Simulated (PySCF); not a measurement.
Fill in the blanks.

Compound: C₈H₆O₂P (charge -1).
Structure used (GFN2-xTB), in Å, numbered top down from 1:
```
atom  x, y, z in Å
C1     3.2404    1.1319    0.8425
C2     2.6127    0.2624    0.3016
P3     1.7715   -1.1089   -0.5445
O4     2.1080   -1.0690   -1.9926
O5     1.9799   -2.3615    0.2297
C6     0.0721   -0.4595   -0.2644
C7    -0.5163    0.3754   -1.1982
C8    -1.7896    0.8723   -0.9855
C9    -2.4798    0.5331    0.1674
C10   -1.8939   -0.3042    1.1036
C11   -0.6205   -0.7983    0.8849
H12    3.7761    1.9031    1.3206
H13    0.0415    0.6178   -2.0911
H14   -2.2515    1.5251   -1.7168
H15   -3.4776    0.9205    0.3358
H16   -2.4370   -0.5694    2.0031
H17   -0.1430   -1.4588    1.5939
```

```tsv
property	level	value
point group of the GFN2-xTB geometry	GFN2-xTB	?
rotational constants A, B, C of the GFN2-xTB geometry	GFN2-xTB	?
HOMO energy	PBE0/pcSseg-1	-2.59 eV
LUMO energy	PBE0/pcSseg-1	?
13C chemical shifts (computed TMS as zero) by class	GIAO PBE0/pcSseg-1	?
1H chemical shifts (computed TMS as zero) by class	GIAO PBE0/pcSseg-1	?
isotropic shieldings of nuclei other than C and H, by class	GIAO PBE0/pcSseg-1	176 (O4/O5), 352 (P3) ppm
```

Gas-phase values; electronic properties from PySCF, density fitting. The structure is a single GFN2-xTB conformer in the gas phase; no vibrational or solvent corrections. No diffuse functions stand in pcSseg-1, which bears on an anion's orbital energies.

(1) What are the 13C chemical shifts (computed TMS as zero) by class?

(2) What are the 1H chemical shifts (computed TMS as zero) by class?

(3) Give the rotational constants A, B, C of the GFN2-xTB geometry.

(4) Give the point group of the GFN2-xTB geometry.

(5) Give the LUMO energy.

Answers

(1) 159.2 (C6), 138.0 (C7/C11), 129.3 (C8/C10), 128.6 (C9), 101.8 (C2), 78.8 (C1) ppm.

(2) 8.22 (H13/H17), 7.18 (H14/H16), 7.00 (H15), 1.29 (H12) ppm.

(3) 1.744, 0.677, 0.668 GHz.

(4) Cs.

(5) 2.90 eV.

The rotational constants make it an asymmetric top with κ = (2B − A − C)/(A − C) = -0.98, nearer the prolate limit (−1). With B = h/(8π²I), that is 505.379 GHz u Å² over I, the principal moments of inertia are 289.7, 746.4 and 756.3 u Å² (most abundant isotopes); the inertial defect Ic − Ia − Ib is -279.8 u Å² (zero for a rigid planar frame, negative otherwise).
